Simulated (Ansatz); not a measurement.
```yaml
crystal:
  periodic: [false, false, false]
  atoms:
    - {symbol: Co, position_ang: [0.000616, -0.001619, 0.000651]}
    - {symbol: Br, position_ang: [-1.437855, -1.069083, -1.307608]}
    - {symbol: Br, position_ang: [1.437239, 1.070702, 1.306967]}
basis:
  gaussian: {orbitals: cc-pVTZ-DK, point_charges: [{charge: 0.50, position_ang: [5.224, -0.787, -0.465]}]}
magnetization: {spin_polarized: false, initial_magnetization: 1}
hamiltonian: {xc: {name: B3LYP5}}
```

```sh
$ ansatz run in.yaml --threads 4 --pin off --events-out ev --progress --plain --max-ram 3916MiB
```

Shortened log:

```
Functional definition: B3LYP5
1063 factors; integrals over basis functions are off by at most 4.3e-4 eV
mean field evaluation 1: about -179711.2141 eV, gradient 1.7e2 eV
mean field evaluation 2: about -179711.2262 eV, gradient 1.7e2 eV
mean field evaluation 4: about -179659.8088 eV, gradient 2.3e2 eV
mean field evaluation 8: about -179748.7966 eV, gradient 5.3e-1 eV
mean field evaluation 16: about -179749.0039 eV, gradient 3.7e-1 eV
mean field evaluation 32: about -179749.0054 eV, gradient 4.7e-6 eV
mean field evaluation 64: about -179736.5041 eV, gradient 9.5e1 eV
mean field evaluation 96: about -179749.0046 eV, gradient 9.5e-3 eV
mean field evaluation 128: about -179749.0046 eV, gradient 1.8e-2 eV
mean field evaluation 160: about -179749.0008 eV, gradient 8.4e-2 eV
mean field evaluation 192: about -179748.9555 eV, gradient 8.2e-1 eV
mean field evaluation 224: about -179749.0051 eV, gradient 1.0e-2 eV
mean field evaluation 256: about -179706.1838 eV, gradient 8.8e1 eV
mean field -179749.00543991 eV, -6605.6541116647 hartree, gradient 4.7e-6 eV, S^2 0.750000; 10 other end points of the search recorded, 0 dependent functions left out
reference -179749.00565943 eV, -6605.6541197320 hartree; 49, 48 occupied and 105, 106 virtual orbitals, 1063 factors
Total energy: -179749.00565943 eV, -6605.6541197320 hartree
Relativity: scalar
```

Run time 2.2 min (4 threads of Arm Neoverse V1 on a shared host), peak host memory 0.85 GiB.

DK, ANO-RCC and x2c sets are all-electron and run with scalar relativity unless a key says otherwise.

With spin_polarized false and unpaired electrons the run is restricted open-shell.
